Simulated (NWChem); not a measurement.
Basis-set dependence for silylphosphine (H$_{5}$PSi)

```xyz
7

Si    -1.0750     0.0955     0.2241
P      1.1290    -0.0772    -0.3490
H     -1.8516    -0.8869    -0.6096
H     -1.5361     1.4869    -0.1148
H     -1.3593    -0.1700     1.6789
H      1.2981    -1.3190     0.3647
H      1.5638     0.7099     0.7785
```
Charge 0, spin multiplicity 1.

All runs are NWChem calculations. Structure: optimised with PBE/def2-SVP, a minimum by its harmonic frequencies.

Hartree-Fock energies in Ha, correlation energies in mHa.

The correlated methods keep 10 core orbitals frozen. No row is a measurement; the coupled-cluster row has its own basis-set and correlation limits.

```tsv
basis	functions	RHF	MP2	SCS-MP2	CCSD	CCSD+T(CCSD)	CCSD(T)	CR-CCSD[T]	CR-CCSD(T)	RI-MP2
STO-3G	23	-625.41079	-82.3	-96.0	-120.5	-121.3	-121.3	-121.2	-121.2	not run
cc-pVDZ	61	-632.57195	-233.7	-246.2	-281.5	-289.1	-288.9	-287.6	-287.5	-233.5
cc-pVTZ	138	-632.60311	-292.9	-309.8	not run	not run	not run	not run	not run	-292.8
```

From cc-pVDZ to cc-pVTZ the Hartree-Fock energy moves by -31.2 mHa and the MP2 correlation energy by -59.3 mHa, which is 20 % of its value in the larger set.
